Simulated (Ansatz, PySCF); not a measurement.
PySCF was given this input:
```python
from pyscf import gto, scf, dft

mol = gto.M(
    atom='''
Cd   -0.24990741   -0.15685804   -0.19594938
C     1.26333355    0.79294976    0.99056455
H     1.79956127   -0.02050473    1.49205259
H     0.72593198    1.44551340    1.68777248
H     1.89006125    1.34647864    0.28235779
''',
    basis='def2-svp',
    ecp={'Cd': 'def2-svp'},
    charge=1,
    verbose=4,
)

mf = dft.RKS(mol)
mf.xc = 'blyp'
mf.grids.atom_grid = (99, 590)
mf.grids.prune = None
mf.kernel()
```

**Question.** Write the same job for Ansatz (a quantum-chemistry and plane-wave program).

**Answer.** Several could match; the one computed here: 
Ansatz 0.2 input:
```yaml
crystal:
  periodic: [false, false, false]
  atoms:
    - {symbol: Cd, position_ang: [-0.24990741, -0.15685804, -0.19594938]}
    - {symbol: C, position_ang: [1.26333355, 0.79294976, 0.99056455]}
    - {symbol: H, position_ang: [1.79956127, -0.02050473, 1.49205259]}
    - {symbol: H, position_ang: [0.72593198, 1.44551340, 1.68777248]}
    - {symbol: H, position_ang: [1.89006125, 1.34647864, 0.28235779]}
basis:
  gaussian:
    orbitals: def2-SVP
hamiltonian:
  xc: blyp
total_charge: 1
accuracy: high
```

Both were run: PySCF gave -207.241844 Eh and Ansatz -207.241844 Eh, 0.000 mEh apart.
